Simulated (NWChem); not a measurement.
Molecule: GaHOClF; SMILES [Ga]([F])([OH])[Cl]

```xyz
5

Ga    -0.0132    -0.3165     0.0000
F     -1.5427    -1.1664     0.0000
Cl    -0.0050     1.8176     0.0000
O      1.5044    -1.2524     0.0000
H      1.3100    -2.2047     0.0000
```
Atoms are numbered in this order, from 1.

All runs: NWChem. Pople sets run with spherical d functions. All runs use the structure optimised with B3LYP/6-31G* (spherical d). GIAO values for the isolated, static molecule; σ is the absolute isotropic shielding, δ = σ(reference) − σ with the isolated reference molecule computed at the same levels (19F: trichlorofluoromethane, 1H: tetramethylsilane, 17O: water).

### Question
What does the run give for B3LYP/6-31G*? Quantities: σ Ga1 (ppm); δ F2 (ppm); σ Cl3 (ppm); δ O4 (ppm); δ H5 (ppm).

### Answer
```
Item         Result
-----------  ------
σ Ga1 (ppm)  1702.6
δ F2 (ppm)   -113.7
σ Cl3 (ppm)   965.5
δ O4 (ppm)     64.0
δ H5 (ppm)     2.55
```
